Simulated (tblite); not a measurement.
Compound: C₇H₈NO (doublet state).
Cartesian coordinates in Å at the GFN2-xTB level; atoms count from 1:
```
atom  x, y, z in Å
O1     2.7280    0.6898    1.1772
C2     2.7598    0.2126    0.0597
N3     1.7114   -0.0065   -0.7647
C4     0.4772   -0.0371   -0.3306
C5    -0.8985   -0.0434   -1.0144
C6    -1.2860   -1.2656   -0.1681
C7    -0.2548   -0.8083    0.8422
C8    -0.2879    0.6592    0.8891
C9    -1.3138    1.1321   -0.1166
H10    3.7070   -0.0499   -0.4421
H11   -1.0633   -0.0203   -2.0838
H12   -2.3186   -1.3012    0.1834
H13   -1.0148   -2.2083   -0.6362
H14    0.2475   -1.4074    1.5823
H15    0.2128    1.2384    1.6444
H16   -2.3522    1.1264    0.2214
H17   -1.0610    2.1013   -0.5392
```

Calculated harmonic vibrations of the isolated species, GFN2-xTB (tblite), most abundant isotopes, no scaling. The method is semi-empirical: single wavenumbers can be off by several per cent or more. One conformer, not necessarily the lowest. Open shells enter through the occupations alone, without spin polarisation, and single modes of such species can be off by tens of per cent.

Harmonic wavenumbers (cm⁻¹): 40.4, 126.3, 169.3, 276.9, 353.6, 432.3, 468.3, 582.1, 621.8, 702.0, 729.3, 769.7, 863.2, 890.4, 902.9, 912.6, 929.7, 1001.9, 1005.6, 1013.7, 1017.2, 1047.7, 1059.9, 1076.0, 1082.5, 1161.0, 1193.7, 1196.3, 1206.3, 1238.2, 1269.6, 1348.3, 1361.2, 1459.1, 1473.0, 1531.8, 1653.4, 2805.8, 2956.2, 2966.8, 3030.3, 3032.5, 3061.4, 3113.3, 3131.0.

A = 3845, B = 1327, C = 1279 MHz; mass 122.061 u (most abundant isotopes); point group C1, symmetry number 1; spin multiplicity 2.

Task: What is the zero-point energy?

Result: ½Σν̃ = 29132 cm⁻¹ = 83.29 kcal/mol.

Task: Give the ideal-gas entropy at 298.15 K and 1 bar in the rigid-rotor, harmonic-oscillator model (classical rotation).

Result: Translation 40.34, rotation 28.29, vibration 18.36, spin (R ln 2) 1.38: S = 88.4 cal/(mol K).

Task: And Cp and H(298.15 K) − H(0)?

Result: Cp = 31.03 cal/(mol K), of which vibrations give 23.08 (their classical limit is 45 R = 89.4); H(298.15 K) − H(0) = 5.36 kcal/mol without the zero-point energy, 2.99 from vibrations.

Task: Which modes carry the vibrational entropy at 298.15 K?

Result: 40.4 cm⁻¹: 5.24; 126.3 cm⁻¹: 3.00; 169.3 cm⁻¹: 2.44; 276.9 cm⁻¹: 1.55; 353.6 cm⁻¹: 1.15; 432.3 cm⁻¹: 0.85 cal/(mol K); the other 39 give 4.12 together.

Task: What must be added to the electronic energy to get the Gibbs energy at 298.15 K and 1 bar?

Result: ZPE + [H(298.15 K) − H(0)] − T·S = 83.29 + 5.36 − 26.35 = 62.30 kcal/mol.

Task: Blend soft modes into free rotors: weight 1/[1 + (100 cm⁻¹/ν̃)⁴] for the oscillator and the rest for a rotor with moment μB/(μ + B), μ = h/(8π²ν), B = 10⁻⁴⁴ kg m². What vibrational entropy results?

Result: 16.81 cal/(mol K) in place of 18.36, which changes −T·S at 298.15 K by +0.46 kcal/mol.

Task: How do the functions run with temperature in this model?

Result: 
| T (K) | S (cal/(mol K)) | Cp (cal/(mol K)) | H − H(0) (kcal/mol) | G − H(0) (kcal/mol) | ln q(vib) |
| --- | --- | --- | --- | --- | --- |
| 100 | 66.4 | 13.9 | 1.08 | -5.56 | 1.12 |
| 200 | 78.1 | 21.2 | 2.81 | -12.81 | 2.61 |
| 300 | 88.6 | 31.2 | 5.42 | -21.15 | 4.22 |
| 500 | 109.2 | 50.2 | 13.67 | -40.94 | 7.91 |
| 800 | 137.0 | 67.4 | 31.59 | -77.99 | 13.88 |
| 1000 | 152.8 | 74.4 | 45.81 | -107.00 | 17.78 |

q(vib) and H(0) count from the zero-point level.

Hindered rotation and anharmonicity are outside this model. Other conformers, if any are populated, would add a mixing term that is left out. The structure is chiral; the term R ln 2 for an equal mix with its mirror image is left out.
